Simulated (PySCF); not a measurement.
Br2GaH2N, SMILES [NH2][Ga]([Br])[Br].

Geometry: r2SCAN-D4/def2-SVP. The structure was generated by enumeration; whether it is a known compound was not checked. Other conformers were not sampled.

Method: TDA-PBE/def2-SVPD in PySCF.

Vertical excitations. Gas-phase values at a fixed geometry. State labels are in the subgroup C2v.

```
state  symmetry  energy (eV)  λ (nm)      f           main pairs
-----  --------  -----------  ------  -----  -------------------
S1           B1         4.47     278  0.002       HOMO→LUMO 99 %
S2           B2         5.06     245  0.031     HOMO−1→LUMO 98 %
S3           A2         5.15     241  0.000    HOMO−2→LUMO 100 %
S4           A1         5.28     235  0.011     HOMO−3→LUMO 93 %
S5           A2         5.70     218  0.000  HOMO−1→LUMO+1 100 %
S6           B1         5.78     214  0.044     HOMO−4→LUMO 98 %
S7           A1         5.93     209  0.138     HOMO→LUMO+1 79 %
S8           B1         5.96     208  0.000  HOMO−3→LUMO+1 100 %
S9           B2         6.09     204  0.029   HOMO−2→LUMO+1 85 %
S10          B1         6.29     197  0.025     HOMO→LUMO+2 99 %
T1           B1         4.16     298      0      HOMO→LUMO 100 %
T2           B2         4.71     263      0    HOMO−1→LUMO 100 %
T3           A1         4.78     260      0     HOMO→LUMO+1 98 %
T4           A2         4.89     254      0    HOMO−2→LUMO 100 %
```
Triplets are in the Tamm–Dancoff approximation.
